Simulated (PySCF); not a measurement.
GaH2I, SMILES [GaH2][I]. Geometry: B3LYP-D3(BJ)/def2-TZVP. The def2 effective core potentials stand for the cores of I; spin–orbit coupling is left out.

Computed equilibrium geometry at B3LYP-D3(BJ)/def2-TZVP (PySCF confirms it by a frequency run) as Cartesian coordinates in Å, and its point group:
point group C2v.
```xyz
4

Ga     0.0000     0.0000     1.5324
H      0.0000    -1.4035     2.2114
H      0.0000     1.4035     2.2114
I      0.0000     0.0000    -0.9798
```
